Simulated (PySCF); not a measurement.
## `InChI=1S/C9H12/c1-5-7-9(4)8(3)6-2/h1,6H,2,7H2,3-4H3/b9-8-`

Geometry (Å), atoms numbered from 1 in this order:
```xyz
21

C     2.611    2.108   -0.518
C     1.833    1.320   -0.972
C     0.885    0.347   -1.481
C     0.414   -0.563   -0.364
C     1.131   -1.880   -0.270
C    -0.577   -0.212    0.472
C    -1.104   -1.151    1.523
C    -1.218    1.097    0.399
C    -2.404    1.399    0.916
H     3.295    2.805   -0.135
H     0.043    0.871   -1.940
H     1.373   -0.245   -2.260
H     0.463   -2.704   -0.526
H     1.979   -1.907   -0.950
H     1.505   -2.053    0.738
H    -2.020   -1.625    1.170
H    -1.333   -0.602    2.434
H    -0.391   -1.933    1.761
H    -0.657    1.876   -0.099
H    -2.813    2.393    0.835
H    -3.022    0.677    1.422
```

Computed with GIAO B3LYP/pcSseg-1 magnetisability, rotational g tensor and spin-rotation constants, non-relativistic, gas phase (PySCF). Geometry: GFN2-xTB.

Q: How diamagnetic is it, and how anisotropic?

A: Isotropic -1426 × 10⁻³⁰ J/T², or -85.9 × 10⁻⁶ cm³/mol; principal values -1657, -1330, -1290 × 10⁻³⁰ J/T², anisotropy 349 × 10⁻³⁰ J/T² (root of half the summed squared differences of the principal values). The susceptibility is in cgs units.

Q: Split it along the inertial axes a, b, c into diamagnetic and paramagnetic parts about the centre of mass, with the quadrupole moment.

A: 
```tsv
axis	χ (10⁻⁶ cm³/mol)	diamagnetic (10⁻⁶ cm³/mol)	paramagnetic (10⁻⁶ cm³/mol)	summed x² of all electrons (Å²)	quadrupole Θ (D Å)
a	-80.2	-733.8	653.6	223.5	-0.40
b	-80.8	-1107.5	1026.7	135.4	+1.98
c	-96.6	-1522.4	1425.8	37.6	-1.58
```
Anisotropies 2χaa − χbb − χcc = +17.0 and 2χbb − χaa − χcc = +15.3 × 10⁻⁶ cm³/mol. Θ is traceless in Buckingham's convention.

Q: And the rotational g tensor?

A: 
| axis | rotational constant (GHz) | g | nuclear part | electronic part |
| --- | --- | --- | --- | --- |
| a | 2.0673 | -0.0165 | 0.6183 | -0.6348 |
| b | 1.2309 | -0.0103 | 0.5834 | -0.5937 |
| c | 0.8768 | +0.0001 | 0.5874 | -0.5873 |

Asymmetric top; isotopes 12C, 1H; no vibrational averaging.
